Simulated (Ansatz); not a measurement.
Reaction (ligand exchange at the Si–F bond): `F[Si]O[SiH3]` + HBr → `[SiH3]O[Si]Br` + H–F

Gas-phase electronic energies from Ansatz, PBE0-D4/def2-TZVP geometries. CCSD(T)/CBS is the MP2 limit (def2-TZVPP, def2-QZVPP) plus CCSD(T) − MP2 in def2-TZVPP, frozen cores. This one scheme is used for every species. Functionals use def2-TZVPP. For Br outer-core shells are correlated without core-valence functions, which leaves a few kJ/mol of doubt a bond. Scalar relativity is left out up to krypton. Each species was taken in one conformer, which may not be the lowest.

| level | ΔE (kJ/mol) |
| --- | --- |
| LC-ωPBE | 52.9 |
| MP2/def2-TZVPP | 39.9 |

(1) What does CCSD(T)/CBS give? (An estimate is asked.)

(2) What do rigid-rotor, harmonic-oscillator terms from PBE0-D4/def2-TZVP frequencies (298.15 K, 1 bar) make of the CCSD(T)/CBS value? (Best estimate.)

Largest T1 diagnostic among the species: 0.014.

## Answers

(1) The calculation gave: +39.8 kJ/mol. The listed levels differ from it by 13.1, 0.1 kJ/mol.

(2) The calculation gave: ΔZPE = +5.9 kJ/mol, ΔH = +46.5 kJ/mol, ΔS = -14 J/(mol·K), ΔG = +50.7 kJ/mol. Modes under 50 cm⁻¹ make the entropy rough.

At CCSD(T), def2-SVP lies +8.6 kJ/mol from the extrapolated value and def2-TZVPP +6.2 kJ/mol. Leaving LDA and LC-ωPBE aside and taking each functional with its dispersion term where it has one, the values, not all of them listed here, spread over 25.4 kJ/mol, from revPBE-D4 to CAM-B3LYP-D4.
